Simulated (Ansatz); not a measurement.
Ga8P7H24⁻, a nanocrystal cut from zinc blende GaP (hydrogen-capped). Total charge -1; singlet. Geometry r2SCAN-D4/def2-SVP.

```
atom    x (Å)    y (Å)    z (Å)
  P1  -0.3266   0.5266  -1.5952
  P2   1.1083   3.4632  -0.0383
  P3   0.9872  -4.7091  -0.9355
  P4   2.3320  -1.5268   0.2091
  P5  -2.4901   2.6156   0.4204
  P6   0.0827   0.8879   2.2844
  P7  -1.3002  -2.3807   0.6716
 Ga8  -2.6698   1.1259  -1.4357
 Ga9  -1.3781  -4.1744  -0.9168
Ga10  -1.0508   4.5212   0.1056
Ga11   1.4773   2.1028  -1.9643
Ga12   0.1719  -0.4985   0.4258
Ga13   1.8958   2.4718   1.9811
Ga14   2.8099  -3.1934  -1.4465
Ga15  -2.2558   1.4944   2.5106
 H16  -0.1851  -0.5642  -2.5022
 H17   2.0087   4.5511  -0.2293
 H18   1.1386  -5.8243  -1.8046
 H19   1.2985  -5.3855   0.2758
 H20   3.2356  -0.4453   0.0572
 H21   2.7656  -2.0067   1.4749
 H22  -3.7936   3.1844   0.5106
 H23   0.4300  -0.0232   3.3250
 H24  -2.5937  -1.8163   0.8032
 H25  -1.1617  -2.9327   1.9742
 H26  -3.0890   1.8663  -2.7565
 H27  -3.4258  -0.1986  -1.0118
 H28  -1.6964  -3.5849  -2.3271
 H29  -2.1309  -5.4060  -0.3004
 H30  -1.3832   5.1778  -1.2884
 H31  -1.0926   5.4046   1.4105
 H32   1.2005   2.8769  -3.3032
 H33   2.8156   1.2723  -1.8074
 H34   3.1913   1.5962   1.7243
 H35   1.8865   3.4774   3.1907
 H36   2.4959  -2.6054  -2.8584
 H37   4.1474  -3.9344  -1.0924
 H38  -3.0546   0.1259   2.5213
 H39  -2.4016   2.4684   3.7372
```

The 6-31G sets use Cartesian d functions. Single mean-field runs in def2-SVP, def2-TZVP are fitted with def2-universal-jkfit.

Q: Estimate the orbital energies around the gap (eV) in Ansatz with HF/STO-3G, HF/6-31G, PBE-D4/def2-SVP, PBE-D4/def2-TZVP, PBE0-D4/def2-SVP.

A: 
```csv
orbital,HF/STO-3G,HF/6-31G,PBE-D4/def2-SVP,PBE-D4/def2-TZVP,PBE0-D4/def2-SVP
HOMO−13,-2.69,-8.81,-4.66,-4.68,-5.81
HOMO−12,-2.63,-8.62,-4.55,-4.64,-5.78
HOMO−11,-2.63,-8.53,-4.41,-4.49,-5.63
HOMO−10,-2.58,-8.45,-4.20,-4.30,-5.44
HOMO−9,-2.58,-8.36,-4.12,-4.21,-5.34
HOMO−8,-2.52,-8.12,-4.04,-4.12,-5.21
HOMO−7,-2.51,-7.19,-3.61,-3.68,-4.70
HOMO−6,-2.48,-7.17,-3.54,-3.59,-4.59
HOMO−5,-2.43,-7.02,-3.45,-3.53,-4.56
HOMO−4,-2.40,-7.00,-3.38,-3.47,-4.50
HOMO−3,-2.32,-6.67,-3.20,-3.28,-4.26
HOMO−2,-2.13,-6.58,-3.06,-3.14,-4.12
HOMO−1,-2.00,-6.54,-3.00,-3.10,-4.08
HOMO,-1.91,-6.47,-2.95,-3.05,-4.03
LUMO,9.57,4.09,0.66,0.32,1.41
LUMO+1,10.11,4.56,0.85,0.71,1.56
LUMO+2,10.18,4.62,1.19,0.97,1.92
LUMO+3,11.39,4.66,1.25,1.09,1.96
LUMO+4,11.86,5.09,1.49,1.22,2.29
LUMO+5,11.95,5.22,1.53,1.32,2.29
```
